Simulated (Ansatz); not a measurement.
One change: `C=C[O][SbH][F]` becomes `C=COBC`.

Ansatz, PBE0-D4/def2-TZVP geometries, multiplicity 1. Each molecule was computed in one conformer, which needn't be the lowest.

Elements past krypton have def2 core potentials.  Spin–orbit coupling is left out; it splits and shifts lone-pair levels of the heavy atoms by tenths of an eV.

| property | `C=C[O][SbH][F]` |
| --- | --- |
| HOMO energy (B3LYP/def2-TZVPP) / eV | -6.63 |
| HOMO–LUMO gap (PBE0/def2-TZVPP) / eV | 5.35 |
| LUMO energy (PBE/def2-TZVPP) / eV | -2.27 |
| LUMO energy (B3LYP/def2-TZVPP) / eV | -1.75 |
| HOMO–LUMO gap (PBE/def2-TZVPP) / eV | 3.44 |
| HOMO energy (ωB97M-V/def2-TZVPP) / eV | -9.08 |

(1) Give the same properties after the change, and the shifts. (Estimate.)

Answers

(1) Ansatz gave: 
```tsv
property	`C=COBC`	shift
HOMO energy (B3LYP/def2-TZVPP) / eV	-7.16	-0.53
HOMO–LUMO gap (PBE0/def2-TZVPP) / eV	7.22	1.87
LUMO energy (PBE/def2-TZVPP) / eV	-1.19	1.08
LUMO energy (B3LYP/def2-TZVPP) / eV	-0.41	1.34
HOMO–LUMO gap (PBE/def2-TZVPP) / eV	5.02	1.58
HOMO energy (ωB97M-V/def2-TZVPP) / eV	-9.66	-0.58
```

With PBE0 the HOMO falls by 0.53 eV and the LUMO rises by 1.33 eV, so the gap widens by about 1.86 eV. PBE moves the HOMO by -0.50 eV and ωB97M-V by -0.58 eV.

B3LYP here is the variant with VWN-RPA as its local correlation; programs differ in this.
